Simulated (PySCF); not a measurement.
A GIAO shielding run with PySCF 2.14 (density fitting, non-relativistic, gas phase) on SMILES CCC1=C[SiH2]C=C[Si@@H]1C#N, C$_{7}$H$_{11}$NSi$_{2}$:

```
$ OMP_NUM_THREADS=1 python probes_run.py task.json out

{"job": {"kind": "nmr", "xc": "PBE0", "basis": "pcSseg-1"}, "charge": 0, "multiplicity": 1}
C     -2.815185    -0.451147    -0.299136
C     -1.869657    -0.026631     0.824233
C     -0.432071    -0.182448     0.406338
C      0.298166    -1.222231     0.817013
Si     2.086723    -1.582601     0.371203
C      2.811091    -0.132824    -0.586738
C      2.117346     0.921921    -1.007890
Si     0.274383     1.146947    -0.732116
C      0.033756     2.773214     0.170438
N     -0.121115     3.762030     0.728262
H     -3.849527    -0.368179     0.026557
H     -2.623659    -1.484366    -0.581986
H     -2.679052     0.177438    -1.175891
H     -2.067574     1.016655     1.083416
H     -2.068468    -0.639861     1.707470
H     -0.176077    -1.942243     1.480364
H      2.152811    -2.787615    -0.472699
H      2.871746    -1.789915     1.597210
H      3.874836    -0.176076    -0.800225
H      2.625392     1.712291    -1.552195
H     -0.452783     1.292584    -2.004098
```

Hardware: 1 thread of an Arm Neoverse V2, shared host. The job also computes population analyses, field gradients, ring-centre shieldings.

**Question.** How large is the calculation?

**Answer.** 88 electrons, 239 basis functions and 1277 auxiliary functions.

**Question.** How long does it take, and how much memory does it need?

**Answer.** 75 s of wall time, with 14 SCF cycles and 5 response iterations; peak memory 1.1 GiB. Times on a shared host scatter by some tens of per cent.
